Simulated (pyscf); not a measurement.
# •O–CH₂–CH₂–OH (SMILES [O]CCO), doublet

Gas-phase minimum from PySCF at ωB97X-D3(BJ)/def2-SVP, one conformer. •O–CH₂–CH₂–OH lies 10.6 kcal/mol over its isomer H₃C–CH(O•)–OH, and others may lie lower still (electronic energy, ωB97M-D3(BJ)). 

SMILES: [O]CCO
```xyz
9

O     -1.5939    -0.7004     0.3210
C     -0.7101    -1.5862    -0.2208
C      0.5558    -0.8962    -0.7383
O      0.2162     0.1700    -1.5806
H     -0.5022    -2.4444     0.4536
H     -1.2630    -2.0098    -1.0942
H      1.1670    -1.6125    -1.3110
H      1.1615    -0.5654     0.1307
H     -0.4760     0.6619    -1.1163
```
Charge 0, spin multiplicity 2.

Bonded distances (Å): O1–C2 1.364, C2–C3 1.532, C2–H5 1.111, C2–H6 1.117, C3–O4 1.401, C3–H7 1.102, C3–H8 1.110, O4–H9 0.968. Angles (°): O1–C2–C3 112.2, O1–C2–H5 112.5, O1–C2–H6 103.7, C3–C2–H5 113.5, C3–C2–H6 108.4, H5–C2–H6 105.9, C2–C3–O4 110.2, C2–C3–H7 109.9, C2–C3–H8 108.7, O4–C3–H7 108.5, O4–C3–H8 112.1, H7–C3–H8 107.3, C3–O4–H9 105.8.

Properties at ωB97X-D3(BJ)/def2-SVP:

```yaml
harmonic_wavenumbers_unscaled: 181, 313, 466, 550, 811, 904, 1022, 1106, 1142, 1186, 1224, 1306, 1372, 1387, 1434, 1506, 2945, 3019, 3036, 3130, 3833 cm⁻¹
zero_point_energy: 45.6 kcal/mol
rotational_symmetry_number: 1
Entropy of this conformer at 298 K and 1 atm, rigid rotor and harmonic oscillator, modes under 100 cm⁻¹ raised to 100: 290.1 J/(mol K)
dipole_moment: 1.71 D
Spin expectation value S2: 0.753
```

Single-point totals, which compare only within one level:

```
level                   total energy (hartree)
----------------------  ----------------------
ωB97X-D3(BJ)/def2-TZVP              -229.74416
PBE/def2-TZVP                       -229.41541
r²SCAN/def2-TZVP                    -229.55831
B3LYP-D3(BJ)/def2-TZVP              -229.69281
PBE0-D3(BJ)/def2-TZVP               -229.42822
M06-2X/def2-TZVP                    -229.57735
ωB97M-D3(BJ)/def2-TZVP              -229.72865
```

Soft torsions are taken as harmonic, which can shift the entropy by several J/(mol K).
